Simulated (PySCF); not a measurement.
Isomers of C6H12OSi, from PBE0-D3(BJ)/def2-SVP geometry optimisation, gas phase (PySCF 2.14.0). One conformer each, no zero-point energy, no frequencies.

Problem. Which isomer lies lower at this level?
A. `[SiH3:1][O:2][C@:3]12[CH2:4][CH2:5][C@H:6]1[CH2:7][CH2:8]2` with Si1–O2–C3–C4 -72°: A = 3348, B = 1203, C = 1038 MHz, dipole 0.89 D
B. `[O:1]=[CH:2][C@@H:3]1[CH2:4][CH2:5][CH2:6][SiH2:7][CH2:8]1` with O1–C2–C3–C4 -116°, C2–C3–C4–C5 174°, C3–C4–C5–C6 65°, C4–C5–C6–Si7 -56°, C5–C6–Si7–C8 45°: A = 3059, B = 1095, C = 869.7 MHz, dipole 2.81 D

Solution. B. That is `O=C[C@@H]1CCC[SiH2]C1`, 21.1 kcal/mol below the other.

| SMILES | mapped SMILES | E (Eh) | relative (kcal/mol) | relative (kJ/mol) | dipole (D) |
| --- | --- | --- | --- | --- | --- |
| O=C[C@@H]1CCC[SiH2]C1 | [O:1]=[CH:2][C@@H:3]1[CH2:4][CH2:5][CH2:6][SiH2:7][CH2:8]1 | -599.79573 | 0.0 | 0.0 | 2.81 |
| [SiH3]O[C@]12CC[C@H]1CC2 | [SiH3:1][O:2][C@:3]12[CH2:4][CH2:5][C@H:6]1[CH2:7][CH2:8]2 | -599.76214 | 21.1 | 88.2 | 0.89 |

As drawn, the lower has a C=O bond and an Si–C bond, which the higher lacks; the higher has a four-membered ring and an Si–O bond, which the lower lacks.
